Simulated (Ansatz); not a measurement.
`[F][Ga]([F])[NH][GaH2]` + H₂O → `[OH][Ga]([F])[F]` + `[NH2][GaH2]` at 298.15 K and 1 bar (formal hydrolysis of a Ga–N bond).

Gas-phase electronic energies from Ansatz, PBE0-D4/def2-TZVP geometries. CCSD(T)/CBS is the MP2 limit (def2-TZVPP, def2-QZVPP) plus CCSD(T) − MP2 in def2-TZVPP, frozen cores. This one scheme is used for every species. For Ga outer-core shells are correlated without core-valence functions, which leaves a few kJ/mol of doubt a bond. Scalar relativity is left out up to krypton. One conformer a species, not always the lowest.

```csv
species,CCSD(T)/CBS energy (Eh),H − E (kJ/mol),S (J/(mol·K))
`[F][Ga]([F])[NH][GaH2]`,-4104.09173,112.0,383.6
H₂O,-76.37941,66.4,188.7
`[OH][Ga]([F])[F]`,-2199.41346,63.3,313.3
`[NH2][GaH2]`,-1981.05479,115.2,263.8
```

H − E and S are ideal-gas, rigid-rotor, harmonic terms from PBE0-D4/def2-TZVP, for one conformer and one mirror image of each species. 1 Eh = 2625.50 kJ/mol, R = 8.31446 J/(mol·K).

Problem. By hand: ΔE, ΔH, ΔS and ΔG.

Solution. ΔE = (-2199.41346) + (-1981.05479) − (-4104.09173) − (-76.37941) = 0.00289 Eh = 7.6 kJ/mol. Δ(H − E) = 63.3 + 115.2 − 112.0 − 66.4 = 0.1, so ΔH = 7.7 kJ/mol. ΔS = 313.3 + 263.8 − 383.6 − 188.7 = 4.8 J/(mol·K). ΔG = 7.7 − 298.15 × (4.8)/1000 = 6.3 kJ/mol.

Problem. By hand: the equilibrium constant, and the temperature at which ΔG would vanish if ΔH and ΔS stayed fixed.

Solution. log₁₀ K = −ΔG/(RT ln 10) = -1.1. ΔG = 0 at ΔH/ΔS = 1604 K, though so small a ΔH makes that figure unsure.

The number of gas molecules stays the same, so ΔS is small and ΔH decides. A doubt of 5 kJ/mol in ΔE shifts log₁₀ K by 0.9 here. Other conformers and mirror images would add mixing entropy, several J/(mol·K) or more a flexible species. These are equilibria of isolated gas molecules and say nothing of rates. Largest T1 diagnostic: 0.015 (customary marks: 0.02 for closed shells, 0.045 for open ones).
